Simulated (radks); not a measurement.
Pb1.625+, configuration [Xe] 4f14 5d(up 5, down 4.375) 6s2 6p1 (fractional occupations, a model configuration).

All-electron calculation, scalar-relativistic Kohn-Sham, PBE, spin-polarised, spherical densities, finite nucleus; open shells are filled with parallel spins first (spin-orbit coupling, left out, can overturn this in heavy ions); Fermi nuclear charge, rms radius 5.5012 fm. Program: a radial shooting solver on a logarithmic mesh with Libxc functionals.

Energy parts (hartree):
part                       energy
total                 -20875.0708
kinetic                23577.2943
electron-nucleus      -52055.4403
Hartree                 7988.8331
exchange-correlation    -385.7579

Orbitals (lengths in bohr, moments of r in powers of bohr; <r^-3> diverges for s and p1/2; r(90%) holds 90 % of the orbital's charge):
| orbital | occ. | eigenvalue (hartree) | <r^2> | r(90%) | <r> | <r^-3> |
|---|---|---|---|---|---|---|
| 1s up | 1 | -3237.298 | 0.0003575 | 0.0294 | 0.01606 | - |
| 1s down | 1 | -3237.297 | 0.0003575 | 0.0294 | 0.01606 | - |
| 2s up | 1 | -579.6056 | 0.005422 | 0.105 | 0.06762 | - |
| 2s down | 1 | -579.6030 | 0.005422 | 0.105 | 0.06762 | - |
| 2p up | 3 | -497.4746 | 0.004618 | 0.100 | 0.06144 | 29550 |
| 2p down | 3 | -497.4723 | 0.004618 | 0.100 | 0.06144 | 29550 |
| 3s up | 1 | -139.6223 | 0.03487 | 0.256 | 0.1746 | - |
| 3s down | 1 | -139.6210 | 0.03486 | 0.256 | 0.1746 | - |
| 3p up | 3 | -116.0577 | 0.03612 | 0.264 | 0.1765 | 6856 |
| 3p down | 3 | -116.0563 | 0.03612 | 0.264 | 0.1765 | 6856 |
| 3d up | 5 | -91.96472 | 0.02992 | 0.248 | 0.1599 | 832.7 |
| 3d down | 5 | -91.96265 | 0.02992 | 0.248 | 0.1599 | 832.7 |
| 4s up | 1 | -32.10000 | 0.1666 | 0.550 | 0.3843 | - |
| 4s down | 1 | -32.09720 | 0.1666 | 0.550 | 0.3843 | - |
| 4p up | 3 | -24.37313 | 0.1909 | 0.594 | 0.4099 | 1686 |
| 4p down | 3 | -24.37046 | 0.1909 | 0.594 | 0.4099 | 1686 |
| 4d up | 5 | -15.41202 | 0.2143 | 0.641 | 0.4310 | 181.0 |
| 4d down | 5 | -15.40893 | 0.2143 | 0.641 | 0.4309 | 181.0 |
| 5s up | 1 | -5.92458 | 0.8144 | 1.21 | 0.8527 | - |
| 5s down | 1 | -5.90932 | 0.8136 | 1.21 | 0.8523 | - |
| 4f up | 7 | -5.51866 | 0.2466 | 0.720 | 0.4538 | 36.71 |
| 4f down | 7 | -5.51476 | 0.2463 | 0.720 | 0.4536 | 36.73 |
| 5p up | 3 | -3.78017 | 1.070 | 1.40 | 0.9741 | 314.6 |
| 5p down | 3 | -3.76231 | 1.068 | 1.40 | 0.9733 | 315.3 |
| 5d up | 5 | -1.38228 | 1.891 | 1.93 | 1.278 | 21.91 |
| 5d down | 4.375 | -1.35981 | 1.878 | 1.92 | 1.274 | 22.06 |
| 6s up | 1 | -0.96393 | 5.234 | 3.12 | 2.159 | - |
| 6s down | 1 | -0.93046 | 5.226 | 3.12 | 2.156 | - |
| 6p up | 1 | -0.58065 | 8.607 | 4.04 | 2.762 | 32.01 |
| 6p down | 0 | -0.54663 | 8.702 | 4.06 | 2.776 | 31.77 |

The highest occupied level is 6p up at -15.800 eV. Summed over all electrons, <r^2> = 52.47 bohr^2, which gives a Langevin (diamagnetic) susceptibility term of -41.6 x 10^-6 cm^3/mol. The electron density at the nucleus is 2.956e+06 e/bohr^3 (large components only). Spin moment in Bohr magnetons: 1.625.
